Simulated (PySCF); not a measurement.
# CaBe and its ions

PBE0; basis Ca def2-SVP, Be def2-SVP; no relativity; PySCF 2.14. Neutral (UKS): singlet (closed shell), Re = 3.357 Å, ωe = 169 cm⁻¹, De = 0.25 eV, HOMO -4.13 eV, LUMO -1.73 eV.

CaBe⁺ (UKS): doublet (σ ↑), Re = 3.025 Å, ωe = 271 cm⁻¹, De = 0.79 eV to Ca⁺ + Be. The energies at the minima are -691.91800 hartree for CaBe and -691.71510 for CaBe⁺.

Problem. Work out the adiabatic ionisation energy, without and with harmonic zero-point energies (1 hartree = 27.2114 eV, 1 eV = 8065.5 cm⁻¹), and the change of the bond length.

Solution. At PBE0: 0.20290 hartree = 5.521 eV between the minima; the zero-point term (271.0 − 169.0)/2 cm⁻¹ = +0.006 eV makes it 5.528 eV. Re changes by -33.2 pm against the neutral. Minus the HOMO energy is 4.13 eV, -1.39 eV from the value between the minima; self-interaction puts the Kohn–Sham level too high, less so with exact exchange. The electron leaves a σ orbital, and the shorter bond of the ion fits an antibonding orbital, or a change in how ionic the bond is.

Closed-shell solutions of metal pairs were not tested for spin polarisation, which can lower them a little. Weak bonds: CaBe. Basis-set superposition, not corrected here, can be much of De in a small basis, most of all at correlated wavefunction levels. For an ion De counts to the pair picked by the measured ionisation energies or electron affinities, which need not be the lowest pair at this level. States were picked by a PBE0 search and need not be the measured ground states.
